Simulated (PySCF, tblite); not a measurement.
Bond stretch in AlH, singlet. Each curve is given relative to its own lowest point near equilibrium.

```tsv
R / Å	A	B	C
1.24	31.3	36.9	39.1
1.34	12.9	18.0	19.3
1.41	6.0	9.7	10.6
1.50	1.5	3.3	3.8
1.58	0.1	0.7	0.9
1.60	0.0	0.3	0.5
1.66	0.2	0.0	0.0
1.70	0.6	0.3	0.2
1.78	2.1	1.7	1.4
1.84	3.5	3.3	3.0
1.92	5.8	6.1	5.7
2.05	10.1	11.6	11.1
2.24	17.7	20.7	20.1
2.49	28.9	32.9	32.4
2.72	39.8	43.6	43.3
2.96	51.3	53.9	53.9
3.33	68.0	67.5	68.2
3.71	81.7	78.9	80.5
4.06	90.0	87.4	89.8
4.46	—	95.2	98.4
5.04	—	103.5	107.5
5.84	—	111.1	115.4
6.63	—	115.6	119.9
```

Energies in kcal/mol.

Question: Assign the columns to these levels of theory: GFN2-xTB, 300 K electronic temperature in tblite; PySCF with restricted BHandHLYP/cc-pVTZ; restricted M06-2X/6-31G*, spherical d (PySCF).

Answer: A is GFN2-xTB; B is RKS-BHandHLYP; C is RKS-M06-2X/6-31G*.

A dash means that the run gave no value there, or that the column was ended at a point which the program doubted or which failed a test of continuity chosen for this set; such a test can also cut sound points.

The restricted form behind RKS-M06-2X/6-31G*, RKS-BHandHLYP keeps the bonding electrons paired and can't separate into open-shell fragments. At the longest distance RKS-BHandHLYP leaves fractional charges on the fragments, a sign of delocalisation error or of the restricted form.
